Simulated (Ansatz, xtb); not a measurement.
Relaxing a trial structure of AlF2H2P

The starting geometry of this gas-phase singlet has its atoms placed at random.

```csv
atom,x (Å),y (Å),z (Å)
Al,0.5115,0.1532,-0.0064
F,-1.6454,0.1765,-0.7523
F,0.4476,-0.6024,-1.7834
P,-1.4433,-0.3692,0.9978
H,-0.7702,0.6464,1.5754
H,1.1662,-0.7677,0.8507
```

Task: One run relaxed it with r2SCAN-D4/def2-SVP. What is a likely outcome?

Result: It ends as `[F][AlH][PH]F`. Distances that change by over a tenth: Al1–F3 (1.93 → 1.67 Å), Al1–H6 (1.42 → 1.58 Å), F2–P4 (1.84 → 1.65 Å).

The energy falls by 4.08 eV over 13 steps:

```json
{"step": "1", "E − E(last) (eV)": "4.084"}
{"step": "2", "E − E(last) (eV)": "2.036"}
{"step": "4", "E − E(last) (eV)": "0.602"}
{"step": "5", "E − E(last) (eV)": "0.236"}
{"step": "6", "E − E(last) (eV)": "0.102"}
{"step": "8", "E − E(last) (eV)": "0.016"}
{"step": "9", "E − E(last) (eV)": "0.002"}
{"step": "10", "E − E(last) (eV)": "0.001"}
{"step": "12", "E − E(last) (eV)": "0.000"}
{"step": "13", "E − E(last) (eV)": "0.000"}
```

Final geometry (Å):

```yaml
atoms:
  - { symbol: Al, position_ang: [0.6012, -0.5274, -0.0747] }
  - { symbol: F, position_ang: [-2.2970, 0.4446, -0.4661] }
  - { symbol: F, position_ang: [0.7783, -0.5010, -1.7311] }
  - { symbol: P, position_ang: [-1.5618, -0.2652, 0.8253] }
  - { symbol: H, position_ang: [-1.1276, 0.9228, 1.5158] }
  - { symbol: H, position_ang: [1.8732, -0.8370, 0.8126] }
```

From the same start GFN2-xTB reaches the same bonding as this run.

From so rough a start the end depends on the optimiser's path, so another program may land elsewhere. No frequencies were run, so the end isn't proven a minimum. Run with Ansatz 0.2.0, 67 s on 1 thread of AMD EPYC (Zen 3) (shared host).
